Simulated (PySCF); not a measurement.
**Nb³⁺: ionisation energy**

Nb³⁺ [Kr] 4d2 [4d3/2^2, M_J = 2] → Nb⁴⁺ [Kr] 4d1 [4d3/2^1, M_J = 3/2], as a difference of total energies. All numbers are calculated (PySCF 2.14, the two-component X2C-1e Hamiltonian, in x2c-TZVPall-2c (8s9p7d1f, 77 functions)). Correlated levels: [Ar] 3d10 frozen; the 6 highest virtual spinors dropped. "Screened" scales the spin-orbit matrix elements by Boettger's factors to mimic the two-electron term; Breit and QED terms are absent.

```
                    method  ionisation energy (eV)
           GHF (spin-free)                  36.727
          GMP2 (spin-free)                  37.123
 GHF (screened spin-orbit)                  36.731
GMP2 (screened spin-orbit)                  37.117
```

Problem. How much does correlation contribute at GMP2 (screened spin-orbit)?

Solution. 37.117 − (36.731) = 0.386 eV, measured against GHF (screened spin-orbit).

The spin-free rows relax to the high-spin LS determinant and lack the spin-orbit shift.

Errors of the correlated levels include the incompleteness of this basis and the frozen core.

The labels give the starting determinants; with spin-orbit coupling the two ends relaxed to ⟨J²⟩ = 7.28, ⟨L²⟩ = 11.92, ⟨S²⟩ = 1.97 and ⟨J²⟩ = 3.77, ⟨L²⟩ = 6.01, ⟨S²⟩ = 0.76.

The determinant of Nb³⁺ mixes levels of different J (the jj label is only the starting occupation), so the difference between spin-free and spin-orbit rows is not the physical spin-orbit shift.

For comparison: 37.611 ± 0.022 eV (measured; NIST Atomic Spectra Database, ionization energies).
